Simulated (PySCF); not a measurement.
PySCF job for Ga(H)2(SMe) (CH5GaS), SMILES C[S][GaH2], ωB97X-D3(BJ)/def2-SVP. 

```python
import numpy as np
from pyscf import gto, scf, dft
from pyscf.geomopt import geometric_solver

mol = gto.M(
    atom='''
    Ga    0.03306693    0.15019580    1.00482844
    H    -0.82784519    0.66647285    2.21203767
    H     1.51049176   -0.34488204    1.28672207
    S    -0.65956941    0.05806144   -1.10129982
    C     0.88559621   -0.61345480   -1.84228662
    H     1.24938498    0.10478290   -2.57080223
    H     0.64117605   -1.54932266   -2.33532045
    H     1.64125091   -0.78137522   -1.06780213
    ''',
    basis='def2-SVP',
    charge=0,
    spin=0,
    max_memory=1600,
    verbose=3,
)
mf = dft.RKS(mol, xc='wb97x-d3bj').density_fit(auxbasis='def2-universal-jkfit')
mf.grids.level = 3
mf.conv_tol = 1e-9
mf.max_cycle = 100
mf.kernel()
grad = mf.nuc_grad_method()
grad.grid_response = mol.nao <= 150
conv, mol_eq = geometric_solver.kernel(grad, convergence_set='GAU_TIGHT', maxsteps=100)
print(mol_eq.tostring(format='xyz'))
mf.reset(mol_eq)
mf.kernel()
```

Output:

```
converged SCF energy = -2363.7765648745
[banner and settings of the optimiser left out]
Geometry optimization cycle 1
Cartesian coordinates (Angstrom)
 Atom        New coordinates             dX        dY        dZ
  Ga   0.033067   0.150196   1.004828    0.000000  0.000000  0.000000
   H  -0.827845   0.666473   2.212038    0.000000  0.000000  0.000000
   H   1.510492  -0.344882   1.286722    0.000000  0.000000  0.000000
   S  -0.659569   0.058061  -1.101300    0.000000  0.000000  0.000000
   C   0.885596  -0.613455  -1.842287    0.000000  0.000000  0.000000
   H   1.249385   0.104783  -2.570802    0.000000  0.000000  0.000000
   H   0.641176  -1.549323  -2.335320    0.000000  0.000000  0.000000
   H   1.641251  -0.781375  -1.067802    0.000000  0.000000  0.000000

WARN: Mole.unit (angstrom) is changed to Bohr

converged SCF energy = -2363.77656487453
--------------- DFRKS_Scanner gradients ---------------
         x                y                z
0 Ga    -0.0007954811     0.0003869869     0.0010216683
1 H     0.0026891539    -0.0000514081     0.0052205199
2 H     0.0034938450    -0.0006347393     0.0038493129
3 S    -0.0078724409     0.0005641749    -0.0134964188
4 C     0.0096830485    -0.0046089598    -0.0080241641
5 H    -0.0045942923    -0.0046016533     0.0062211740
6 H    -0.0000319492     0.0079013161     0.0045209082
7 H    -0.0025719045     0.0010442797     0.0006870057
----------------------------------------------
cycle 1: E = -2363.77656487  dE = -2363.78  norm(grad) = 0.0256829
Step    0 : Gradient = 9.080e-03/1.563e-02 (rms/max) Energy = -2363.7765648745
Hessian Eigenvalues: 2.30000e-02 2.30000e-02 3.24488e-02 ... 3.42405e-01 3.53036e-01 3.53182e-01

Geometry optimization cycle 2
Cartesian coordinates (Angstrom)
 Atom        New coordinates             dX        dY        dZ
  Ga   0.056966   0.153325   1.067080    0.023899  0.003130  0.062251
   H  -0.920076   0.687815   2.160328   -0.092230  0.021342 -0.051710
   H   1.527366  -0.352714   1.263626    0.016874 -0.007832 -0.023096
   S  -0.613415   0.058425  -1.011478    0.046154  0.000363  0.089822
   C   0.884387  -0.613027  -1.840020   -0.001210  0.000428  0.002266
   H   1.233012   0.115077  -2.585636   -0.016373  0.010294 -0.014834
   H   0.616398  -1.550007  -2.347876   -0.024778 -0.000684 -0.012555
   H   1.688916  -0.808415  -1.119946    0.047665 -0.027040 -0.052144
converged SCF energy = -2363.77891523269
--------------- DFRKS_Scanner gradients ---------------
         x                y                z
0 Ga    -0.0010775607     0.0007170193     0.0015633420
1 H    -0.0003039326     0.0003064114     0.0011736196
2 H     0.0008722725    -0.0006468953    -0.0018107802
3 S    -0.0037597897     0.0012744871    -0.0000736730
4 C     0.0054056587    -0.0020082757    -0.0005333864
5 H    -0.0001938914     0.0003058474     0.0000859722
6 H    -0.0003192788    -0.0000931398     0.0001284618
7 H    -0.0006234616     0.0001445710    -0.0005335514
----------------------------------------------
cycle 2: E = -2363.77891523  dE = -0.00235036  norm(grad) = 0.00777211
Step    1 : Displace = 6.545e-02/1.081e-01 (rms/max) Trust = 1.000e-01 (=) Grad = 2.748e-03/5.791e-03 (rms/max) E (change) = -2363.7789152327 (-2.350e-03) Quality = 1.034
Hessian Eigenvalues: 2.29956e-02 2.30001e-02 3.24506e-02 ... 3.41955e-01 3.53107e-01 3.59627e-01

Geometry optimization cycle 3
Cartesian coordinates (Angstrom)
 Atom        New coordinates             dX        dY        dZ
  Ga   0.067784   0.150764   1.077149    0.010818 -0.002561  0.010069
   H  -0.932378   0.686713   2.140908   -0.012302 -0.001102 -0.019419
   H   1.529774  -0.341003   1.327625    0.002408  0.011711  0.063999
   S  -0.592859   0.054943  -0.998872    0.020556 -0.003482  0.012606
   C   0.879385  -0.613166  -1.851699   -0.005001 -0.000139 -0.011678
   H   1.222110   0.116223  -2.600401   -0.010902  0.001146 -0.014765
   H   0.603029  -1.547342  -2.362579   -0.013369  0.002664 -0.014704
   H   1.696707  -0.816655  -1.146055    0.007791 -0.008240 -0.026109
converged SCF energy = -2363.77919625916
--------------- DFRKS_Scanner gradients ---------------
         x                y                z
0 Ga    -0.0011940415     0.0006097751     0.0010279736
1 H     0.0007846082    -0.0002886774    -0.0000767069
2 H    -0.0003271997    -0.0000207284    -0.0008849243
3 S    -0.0000030310    -0.0000030901     0.0001343684
4 C     0.0012036867    -0.0003804324     0.0003118276
5 H     0.0000587708     0.0005957240    -0.0004335858
6 H    -0.0003685293    -0.0005887224    -0.0002838374
7 H    -0.0001542988     0.0000761542     0.0002048547
----------------------------------------------
cycle 3: E = -2363.77919626  dE = -0.000281026  norm(grad) = 0.00270915
Step    2 : Displace = 3.021e-02/6.515e-02 (rms/max) Trust = 1.414e-01 (+) Grad = 9.578e-04/1.689e-03 (rms/max) E (change) = -2363.7791962592 (-2.810e-04) Quality = 1.301
[...]
1 H    -0.0000074185     0.0000037346     0.0000031984
2 H    -0.0000010413    -0.0000031337     0.0000034825
3 S     0.0000257530    -0.0000170663    -0.0000705209
4 C    -0.0001147330     0.0000500334     0.0000755625
5 H     0.0000225059    -0.0000131210    -0.0000036522
6 H     0.0000296852    -0.0000033642    -0.0000063509
7 H     0.0000183484    -0.0000113076    -0.0000248990
----------------------------------------------
cycle 28: E = -2363.77927051  dE = -5.76129e-08  norm(grad) = 0.000177226
Step   27 : Displace = 1.944e-04/2.871e-04 (rms/max) Trust = 3.000e-01 (=) Grad = 6.266e-05/1.462e-04 (rms/max) E (change) = -2363.7792705127 (-5.761e-08) Quality = 1.948
Hessian Eigenvalues: 7.21629e-05 5.27946e-04 1.20911e-03 ... 3.44617e-01 3.53206e-01 3.62855e-01

Geometry optimization cycle 29
Cartesian coordinates (Angstrom)
 Atom        New coordinates             dX        dY        dZ
  Ga   0.151081   0.090542   1.117535    0.026741  0.000749  0.006712
   H  -0.831120   0.605295   2.212696    0.043642 -0.000265  0.022592
   H   1.610980  -0.422861   1.337650    0.031603  0.003884 -0.016855
   S  -0.593057   0.088417  -0.931695   -0.007068 -0.002329  0.018692
   C   0.820261  -0.567115  -1.882683   -0.021419 -0.000719 -0.004169
   H   1.126948   0.177160  -2.630950   -0.036559 -0.001690 -0.011532
   H   0.510787  -1.485426  -2.401170   -0.027752 -0.002982  0.003510
   H   1.677367  -0.795051  -1.233751   -0.009375  0.003541 -0.018293
converged SCF energy = -2363.77927075919
--------------- DFRKS_Scanner gradients ---------------
         x                y                z
0 Ga     0.0000265873    -0.0000051542     0.0000209048
1 H    -0.0000069079     0.0000041797     0.0000037241
2 H    -0.0000000370    -0.0000032996     0.0000029903
3 S     0.0000195645    -0.0000151586    -0.0000646014
4 C    -0.0001054026     0.0000463825     0.0000714103
5 H     0.0000202420    -0.0000110647    -0.0000052752
6 H     0.0000265611    -0.0000047890    -0.0000071558
7 H     0.0000193637    -0.0000110947    -0.0000220189
----------------------------------------------
cycle 29: E = -2363.77927076  dE = -2.46514e-07  norm(grad) = 0.000163518
Step   28 : Displace = 1.137e-03/1.627e-03 (rms/max) Trust = 3.000e-01 (=) Grad = 5.781e-05/1.355e-04 (rms/max) E (change) = -2363.7792707592 (-2.465e-07) Quality = 1.354
Hessian Eigenvalues: 6.58839e-05 5.10440e-04 1.19699e-03 ... 3.44646e-01 3.53191e-01 3.62147e-01

Geometry optimization cycle 30
Cartesian coordinates (Angstrom)
 Atom        New coordinates             dX        dY        dZ
  Ga   0.158507   0.092310   1.118972    0.007426  0.001768  0.001436
   H  -0.819056   0.607373   2.218106    0.012064  0.002078  0.005410
   H   1.619967  -0.419286   1.332881    0.008987  0.003576 -0.004769
   S  -0.595064   0.087031  -0.926726   -0.002007 -0.001386  0.004970
   C   0.814378  -0.568629  -1.883584   -0.005882 -0.001514 -0.000901
   H   1.116287   0.174711  -2.634706   -0.010660 -0.002449 -0.003757
   H   0.503287  -1.488252  -2.398756   -0.007500 -0.002827  0.002414
   H   1.674883  -0.794243  -1.238364   -0.002484  0.000807 -0.004613
converged SCF energy = -2363.77927081465
--------------- DFRKS_Scanner gradients ---------------
         x                y                z
0 Ga     0.0000110780    -0.0000029745     0.0000076925
1 H    -0.0000029790     0.0000026023     0.0000019394
2 H     0.0000004978    -0.0000016627     0.0000012229
3 S     0.0000076539    -0.0000057039    -0.0000260992
4 C    -0.0000445828     0.0000204163     0.0000303751
5 H     0.0000087663    -0.0000041516    -0.0000029610
6 H     0.0000104053    -0.0000033394    -0.0000038735
7 H     0.0000091576    -0.0000051956    -0.0000083229
----------------------------------------------
cycle 30: E = -2363.77927081  dE = -5.5456e-08  norm(grad) = 6.87855e-05
Step   29 : Displace = 3.986e-04/5.595e-04 (rms/max) Trust = 3.000e-01 (=) Grad = 2.432e-05/5.768e-05 (rms/max) E (change) = -2363.7792708146 (-5.546e-08) Quality = 1.345
Hessian Eigenvalues: 8.40739e-05 4.45663e-04 1.15375e-03 ... 3.44646e-01 3.53190e-01 3.62039e-01

Geometry optimization cycle 31
Cartesian coordinates (Angstrom)
 Atom        New coordinates             dX        dY        dZ
  Ga   0.157144   0.093775   1.118314   -0.001363  0.001465 -0.000658
   H  -0.821389   0.609453   2.216276   -0.002333  0.002080 -0.001830
   H   1.618621  -0.417129   1.333767   -0.001346  0.002157  0.000887
   S  -0.594814   0.086459  -0.927919    0.000250 -0.000572 -0.001194
   C   0.815518  -0.569841  -1.883187    0.001140 -0.001212  0.000398
   H   1.117628   0.172848  -2.634861    0.001341 -0.001863 -0.000155
   H   0.504911  -1.490075  -2.397545    0.001624 -0.001823  0.001211
   H   1.675575  -0.794483  -1.237047    0.000692 -0.000240  0.001318
converged SCF energy = -2363.77927082762
--------------- DFRKS_Scanner gradients ---------------
         x                y                z
0 Ga     0.0000001324     0.0000000201    -0.0000001693
1 H     0.0000000293     0.0000006332     0.0000001232
2 H     0.0000000283    -0.0000006462     0.0000000707
3 S    -0.0000000053     0.0000007413     0.0000001794
4 C    -0.0000003214     0.0000003361    -0.0000002342
5 H     0.0000003008    -0.0000000171    -0.0000001996
6 H    -0.0000005613    -0.0000004531    -0.0000003502
7 H     0.0000004108    -0.0000005952     0.0000006163
----------------------------------------------
cycle 31: E = -2363.77927083  dE = -1.29767e-08  norm(grad) = 1.8483e-06
Step   30 : Displace = 1.161e-04/1.783e-04 (rms/max) Trust = 3.000e-01 (=) Grad = 6.535e-07/9.502e-07 (rms/max) E (change) = -2363.7792708276 (-1.298e-08) Quality = 1.230
Hessian Eigenvalues: 8.30156e-05 4.16195e-04 1.13703e-03 ... 3.44576e-01 3.53197e-01 3.62180e-01

Geometry optimization cycle 32
Cartesian coordinates (Angstrom)
 Atom        New coordinates             dX        dY        dZ
  Ga   0.156751   0.093968   1.118172   -0.000393  0.000193 -0.000141
   H  -0.822048   0.609736   2.215853   -0.000660  0.000282 -0.000423
   H   1.618200  -0.416850   1.334018   -0.000421  0.000279  0.000250
   S  -0.594739   0.086379  -0.928230    0.000075 -0.000080 -0.000310
   C   0.815832  -0.569999  -1.883096    0.000314 -0.000158  0.000091
   H   1.118089   0.172608  -2.634792    0.000461 -0.000241  0.000069
   H   0.505364  -1.490304  -2.397408    0.000453 -0.000229  0.000137
   H   1.675745  -0.794534  -1.236730    0.000170 -0.000051  0.000317
converged SCF energy = -2363.7792708282
--------------- DFRKS_Scanner gradients ---------------
         x                y                z
0 Ga    -0.0000003220     0.0000000432    -0.0000004332
1 H     0.0000001789     0.0000003630     0.0000000774
2 H    -0.0000002180    -0.0000005468     0.0000000342
3 S     0.0000004944     0.0000007356     0.0000005935
4 C     0.0000019067    -0.0000006507    -0.0000012918
5 H    -0.0000001676    -0.0000005264     0.0000005890
6 H    -0.0000006772     0.0000006805     0.0000004273
7 H    -0.0000011603    -0.0000001177     0.0000000086
----------------------------------------------
cycle 32: E = -2363.77927083  dE = -5.70708e-10  norm(grad) = 3.28521e-06
Step   31 : Displace = 7.429e-06/1.129e-05 (rms/max) Trust = 3.000e-01 (=) Grad = 1.161e-06/2.393e-06 (rms/max) E (change) = -2363.7792708282 (-5.707e-10) Quality = 3.875
Hessian Eigenvalues: 8.30156e-05 4.16195e-04 1.13703e-03 ... 3.44576e-01 3.53197e-01 3.62180e-01
Converged! =D

8
XYZ from PySCF
Ga          0.15675142        0.09396805        1.11817248
H          -0.82204847        0.60973560        2.21585311
H           1.61820021       -0.41684973        1.33401751
S          -0.59473868        0.08637883       -0.92822981
C           0.81583227       -0.56999872       -1.88309590
H           1.11808876        0.17260784       -2.63479232
H           0.50536420       -1.49030421       -2.39740802
H           1.67574542       -0.79453406       -1.23672956
converged SCF energy = -2363.77927082818
```

The calculation finished and met its thresholds.

Cost: around 2.6 core-minutes (rough).
